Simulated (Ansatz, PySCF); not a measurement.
F3Ga, SMILES [F][Ga-]([F])[F], charge -1, multiplicity 2. Atoms are numbered in the order given.

```xyz
4

Ga     0.0000     0.0000    -0.5078
F      1.4719     0.8498     0.1785
F     -1.4719     0.8498     0.1785
F      0.0000    -1.6996     0.1786
```
Charge -1, spin multiplicity 2.

Geometry optimised at PBE0-D3(BJ)/def2-SVPD.

Two levels are set side by side: PBE-D3(BJ)/def2-SVPD (Ansatz, an electronic-structure program) and PBE0-D3(BJ)/def2-SVPD (Ansatz). Each level has its own optimised geometry; the coordinates shown are those of the second. Frequencies come from the Hessian of PySCF at each geometry. Differences are taken from unrounded values.

```
quantity                            PBE0-D3(BJ)
----------------------------------  -----------
mean bond length (Å)                      1.833
bond Ga1–F2 (Å)                           1.833
bond Ga1–F3 (Å)                           1.833
bond Ga1–F4 (Å)                           1.833
highest harmonic wavenumber (cm⁻¹)          556
mean harmonic wavenumber (cm⁻¹)             368
zero-point energy (kcal/mol)               3.16
```

What does PBE-D3(BJ) give, and how far is it from PBE0-D3(BJ)? (The exact figures need the calculation; the answer reports its results.)


```json
[
 {"quantity": "mean bond length (Å)", "PBE-D3(BJ)": "1.863", "PBE-D3(BJ) minus PBE0-D3(BJ)": "0.030"},
 {"quantity": "bond Ga1–F2 (Å)", "PBE-D3(BJ)": "1.863", "PBE-D3(BJ) minus PBE0-D3(BJ)": "0.030"},
 {"quantity": "bond Ga1–F3 (Å)", "PBE-D3(BJ)": "1.863", "PBE-D3(BJ) minus PBE0-D3(BJ)": "0.030"},
 {"quantity": "bond Ga1–F4 (Å)", "PBE-D3(BJ)": "1.863", "PBE-D3(BJ) minus PBE0-D3(BJ)": "0.030"},
 {"quantity": "highest harmonic wavenumber (cm⁻¹)", "PBE-D3(BJ)": "518", "PBE-D3(BJ) minus PBE0-D3(BJ)": "-39"},
 {"quantity": "mean harmonic wavenumber (cm⁻¹)", "PBE-D3(BJ)": "341", "PBE-D3(BJ) minus PBE0-D3(BJ)": "-28"},
 {"quantity": "zero-point energy (kcal/mol)", "PBE-D3(BJ)": "2.92", "PBE-D3(BJ) minus PBE0-D3(BJ)": "-0.24"}
]
```

GGA bonds tend to be longer and softer than those of functionals with exact exchange. Differences between two approximate levels are no errors against the true value.
